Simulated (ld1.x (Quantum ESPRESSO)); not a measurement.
**Transferability test, TM potential for Ar**

argon (Ar), norm-conserving Troullier–Martins (Kleinman–Bylander form), made with ld1.x (Quantum ESPRESSO) 7.5 (LDA (PZ), scalar-relativistic). Core [Ne], reference 3s2 3p6. Waves: 3s (bound): rc 0.90 bohr; 3p (bound): rc 1.40 bohr. Local part: all-electron potential smoothed inside 1.30 bohr (lloc = -1). Core correction: none.

Energies are relative to the spin-unpolarised reference configuration 3s2 3p6; without spin polarisation the order of configurations can differ from experiment. Spin-polarised rows fill each open shell by Hund’s rule, majority spin first. The frozen-core shift is the all-electron ΔE with the core orbitals held at their reference shape minus the fully relaxed ΔE.

(1) Give the all-electron excitation energy and the error of the potential for: 3s2 3p5; 3s2 3p4; 3s2 3p3; 3s1 3p6; 3s2 3p5.5; 3s2 3p2; 3s2 3p5 (spin-polarised); 3s2 3p4 (spin-polarised).

Levels in the configuration 3s2 3p5 (spin-polarised):

```csv
level,all-electron (eV),pseudo (eV)
3s up,-37.087,-37.118
3p up,-22.623,-22.646
3s down,-36.106,-36.025
3p down,-21.723,-21.651
```

## Answers

(1)

```csv
valence configuration,charge,ΔE all-electron (eV),error AE − PS (meV),frozen-core shift (meV)
3s2 3p5,+1,16.157,+5.6,+1.5
3s2 3p4,+2,44.892,+43,+9.1
3s2 3p3,+3,87.544,+153,+33
3s1 3p6,+1,30.625,+14,+1.7
3s2 3p5.5,+0.5,6.600,+0.6,+0.4
3s2 3p2,+4,145.265,+399,+91
3s2 3p5 (spin-polarised),+1,15.933,+29,+1.7
3s2 3p4 (spin-polarised),+2,43.848,+165,+10
```
